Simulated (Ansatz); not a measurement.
Basis-set extrapolation for CH5FO3Si, SMILES `O[SiH2]OC(O)F` (PBE0-D4/def2-TZVP geometry, frozen core, the Gaussian-basis code of Ansatz). Multiplicity 1, RHF reference.

```
                      def2-TZVPP   def2-QZVPP
                 HF  -654.024434  -654.050775
    MP2 correlation    -1.246403    -1.350019
CCSD(T) correlation    -1.315066      not run
```

Energies in hartree. Use E(X) = E(∞) + A·exp(−7.88·√X) for Hartree–Fock and E(X) = E(∞) + B·X^(−2.97) for correlation, with X = 3 and 4, and add CCSD(T) minus MP2 of the smaller set to the MP2 limit.

Q: What is the CCSD(T) energy at the basis-set limit?

A: HF limit: -654.050775 + (-0.026341) × 0.13774 = -654.05440. MP2 limit: -1.350019 + (-0.103616) × 0.74074 = -1.42677. Higher-order term: -1.315066 − (-1.246403) = -0.06866. Total: -655.54983 hartree, 552.2 kJ/mol below CCSD(T)/def2-TZVPP.
